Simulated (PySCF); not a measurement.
**Do core-level shifts follow atomic charges?**

Compound: C3H5BF4.
Bonds: F1–B2, B2–F3, B2–C4, C4–C5, C5–C6, C6–F7, C6–F8. Hydrogens: H9, H10 on C4; H11, H12 on C5; H13 on C6.

Binding energies: delta-SCF UKS SCAN, pcX-2 on the ionised atom, pcseg-1 elsewhere, spin-free X2C in PySCF. Charges: PBE0/pcSseg-1 ground-state density, for the ionised atom.

```csv
atom,environment,C 1s (eV),Mulliken (e),IAO (e),Hirshfeld (e),ESP (e)
C4,sp3 carbon bound to boron,291.27,-0.520,-0.464,-0.148,-0.365
C5,chain CH2 carbon,291.60,-0.301,-0.279,-0.087,-0.080
C6,CHF2 carbon,295.77,+0.531,+0.456,+0.148,+0.391
```

Give the correlation coefficient and slope of binding energy on charge for each scheme.

IAO: r = 0.99, slope 5.1 eV per e; Hirshfeld: r = 0.99, slope 15.9 eV per e; Mulliken: r = 0.99, slope 4.5 eV per e; ESP: r = 0.95, slope 6.2 eV per e. On 3 points no scheme stands out.

The point-charge model writes a binding energy as kq + V + constant, with V the potential of the other atoms' charges at the site. What does it give with the ESP charges?

V = Σ 14.40 eV Å × q/r over all other atoms: +6.65 eV at C4, +2.32 eV at C5, -4.32 eV at C6. Fitting binding energy − V to q gives k = 20.7 eV per e and leaves an rms residual of 0.54 eV, against 0.64 eV for the fit on q alone. The model has no term for differences in relaxation between sites.

Isolated species at its PBE0-D3(BJ)/def2-SVP geometry (one conformer only).

The values belong to the conformer `[F:1][B:2]([F:3])[CH2:4][CH2:5][CH:6]([F:7])[F:8]`: F1–B2–C4–C5 -168°, B2–C4–C5–C6 -172°, C4–C5–C6–F7 178°.
